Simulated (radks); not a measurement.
Results of a calculation; reference values are marked as such.
C2+, 4 electrons, occupied as [He] 2s2 (the NIST ground configuration). Level of theory: scalar-relativistic Kohn-Sham, BLYP, spin-polarised, spherical densities, finite nucleus; Fermi nuclear charge, rms radius 2.4702 fm (a radial shooting solver on a logarithmic mesh with Libxc functionals).

Unscreened Slater integrals over Kohn-Sham orbitals (eV). They are taken over the spin-up orbitals.

integral    value
F0(2s,2s)  18.081
F0(2s,1s)  25.405
G0(2s,1s)  2.0643
F0(1s,1s)  95.051
